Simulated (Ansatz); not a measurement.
Input file for Ansatz (an electronic-structure program): R-wB97M-V/def2-TZVPP on CH6GeS (SMILES C[S][GeH3]), a point of a torsion scan.

Ansatz 0.2 input:
```yaml
crystal:
  periodic: [false, false, false]
  atoms:
    - {symbol: C, position_ang: [1.54103607, 0.03492894, 0.13436832]}
    - {symbol: S, position_ang: [0.55504174, -0.43688848, -1.33609242]}
    - {symbol: Ge, position_ang: [-1.44648144, -0.55364699, -0.43627997]}
    - {symbol: H, position_ang: [2.02982563, -0.84911365, 0.53141261]}
    - {symbol: H, position_ang: [2.28967032, 0.74431734, -0.20320163]}
    - {symbol: H, position_ang: [0.90962922, 0.49570441, 0.88846021]}
    - {symbol: H, position_ang: [-1.51704041, -1.61892172, 0.62509548]}
    - {symbol: H, position_ang: [-2.42975152, -0.85558472, -1.51842539]}
    - {symbol: H, position_ang: [-1.78698091, 0.75399479, 0.22726707]}
basis:
  gaussian:
    orbitals: def2-TZVPP
hamiltonian:
  xc: {name: wB97M-V}
scf: {lower_state_search: off}
```

Output:

```
WARN ansatz: RAYON_NUM_THREADS=1 ignored (pool sized by the plan → 1); use --threads N
Functional definition: wB97M-V
these checks for a lower state are left out or cut short: stability, starts, cluster_reference, orbital_swaps, neighbouring_geometries, increment
integrals: 0.18 GiB planned
1211 factors; their error is unknown
integrals: 0.21 GiB planned
271 factors; integrals over basis functions are off by at most 7.8e-6 eV
mean field: 1.39 GiB planned
mean field evaluation 1: about -68482.7061 eV, gradient 3.2e1 eV
mean field evaluation 2: about -68483.4328 eV, gradient 2.7e1 eV
mean field evaluation 4: about -68484.6148 eV, gradient 1.0e0 eV
mean field evaluation 8: about -68484.7785 eV, gradient 3.8e-2 eV
mean field evaluation 16: about -68484.7785 eV, gradient 1.4e-5 eV
mean field -68484.77850990 eV, -2516.7691895887 hartree, gradient 5.7e-6 eV, S^2 0.000000; 0 other end points of the search recorded, 0 dependent functions left out
reference -68484.77855622 eV, -2516.7691912910 hartree; 30, 30 occupied and 175, 175 virtual orbitals, 1211 factors
Total energy: -68484.77855622 eV, -2516.7691912910 hartree
Checks for a lower state left out: stability, starts, cluster_reference, orbital_swaps, neighbouring_geometries, increment
```

The calculation finished and met its thresholds.

Cost: very roughly 12 core-seconds.
